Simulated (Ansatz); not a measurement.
Cost and result for the atomization energy of CH9BN2Si (14 atoms, 14 bonds).

| atom | x (Å) | y (Å) | z (Å) |
| --- | --- | --- | --- |
| B1 | -1.522 | 0.792 | 0.669 |
| Si2 | -0.211 | -0.405 | -0.116 |
| C3 | 1.262 | -1.173 | 0.734 |
| N4 | -0.145 | -0.771 | -1.781 |
| N5 | -0.089 | 1.444 | 0.201 |
| H6 | -2.436 | 1.176 | -0.008 |
| H7 | -1.650 | 0.797 | 1.862 |
| H8 | 2.194 | -0.969 | 0.198 |
| H9 | 1.141 | -2.257 | 0.800 |
| H10 | 1.358 | -0.788 | 1.752 |
| H11 | -0.961 | -0.738 | -2.365 |
| H12 | 0.693 | -1.007 | -2.285 |
| H13 | -0.131 | 2.072 | -0.589 |
| H14 | 0.497 | 1.829 | 0.928 |

The species carries charge 0 and has multiplicity 1. The bonds changed during the relaxation, so this is another structure than the one it started from. The structure was optimised at the PBE0-D4/def2-TZVP level. It is one conformer, not always the lowest. Program: Ansatz. All runs use 4 threads of an Arm Neoverse V1 on a shared host. Times are those of one run each, without the atoms' runs, and a repeat can differ threefold. Electronic energies, without spin–orbit coupling; frozen cores. CCSD(T)/CBS adds CCSD(T) − MP2 in def2-TZVPP to the MP2 limit, and its time is that of the two runs behind it. T1 = 0.010. B3LYP takes the VWN-RPA correlation (the form of Gaussian; ORCA's B3LYP/G).

CCSD(T)/CBS is a level of theory with its own doubt, some kJ/mol a heavy atom from the limit and from the frozen cores, so smaller differences don't rank the functionals.

```
                             level  functions  wall time  atomization (kcal/mol)  difference from CCSD(T)/CBS  per bond
   PBE-D4/def2-TZVPP (with forces)        292      3.3 s                  1213.4                         22.3       1.6
                PBE0-D4/def2-TZVPP        292      3.8 s                  1195.6                          4.5       0.3
r2SCAN-D4/def2-TZVPP (with forces)        292        6 s                  1193.8                          2.7       0.2
 B3LYP-D4/def2-TZVPP (with forces)        292      6.5 s                  1198.5                          7.4       0.5
                 B2PLYP/def2-TZVPP        292        7 s                  1181.4                         -9.7      -0.7
                ωB97X-V/def2-TZVPP        292       10 s                  1199.3                          8.2       0.6
  ωB97M-V/def2-TZVPP (with forces)        292       15 s                  1200.6                          9.5       0.7
                    MP2/def2-QZVPP        568       35 s                  1188.4                         -2.7      -0.2
                CCSD(T)/def2-TZVPP        292    4.7 min                  1158.5                        -32.6      -2.3
                 CCSD(T)/CBS(def2)          –    5.3 min                  1191.1                          0.0       0.0
```

In def2-TZVPP, CCSD(T) changes the Hartree–Fock value by +300.9 kcal/mol (the triples alone add +16.0 kcal/mol) and MP2 by +311.4 kcal/mol; breaking electron pairs costs correlation energy, which Hartree–Fock lacks. From PBE to PBE0 (25 % exact exchange), in def2-TZVPP and without D4, the atomization energy moves by −16.8 kcal/mol: exact exchange takes away binding that semilocal exchange gives to molecules. The D4 term adds +11.0 kcal/mol with B3LYP and +5.8 kcal/mol with PBE0; it sums over pairs of atoms, weighted by their polarisabilities, and B3LYP, whose exchange is more repulsive, gets the larger term.
